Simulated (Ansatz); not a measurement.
The same atomization along the group B, Al, Ga, In.

Computed with Ansatz on PBE0-D4/def2-TZVP structures; ΔE is electronic, products minus reactants. CCSD(T)/CBS adds triple-zeta CCSD(T) − MP2 to the extrapolated MP2 energy (def2 sets, frozen cores). This one scheme is used for every species, atoms too. Functionals use def2-TZVPP. Open shells (•) are unrestricted, without spin–orbit coupling. Spin–orbit coupling would lower the free atoms: a little for Al, B, O; clearly for Ga; strongly for In. Elements past krypton have def2 core potentials. Bonds to Ga, In are less sure, by a few kJ/mol each and by 10 to 20 or more in all where they break to atoms, as the def2 sets lack core-valence functions. Scalar relativity is left out up to krypton.

| reaction | CCSD(T)/CBS(def2) (kJ/mol) |
| --- | --- |
| `[BH2-]1[OH+][BH2-][OH+]1` → 6 H• + 2 B• + 2 O• | 3677 |
| `[OH+]1[AlH2-][OH+][AlH2-]1` → 6 H• + 2 Al• + 2 O• | 3329 |
| `[OH+]1[GaH2-][OH+][GaH2-]1` → 6 H• + 2 Ga• + 2 O• | ? |
| `[OH+]1[InH2-][OH+][InH2-]1` → 6 H• + 2 In• + 2 O• | 2789 |

Problem. Fill in the missing values. (Best estimate.)

Solution. Ansatz gave: `[OH+]1[GaH2-][OH+][GaH2-]1` → 6 H• + 2 Ga• + 2 O•: +3018.1 kJ/mol.

Largest T1 diagnostic: 0.018, for Al•.

For atomizations the MP2-based limit and the directly extrapolated one differ by several kJ/mol either way, and by 10 to 25 for some Ge, Se and Sn compounds, so smaller differences from it don't rank the levels.
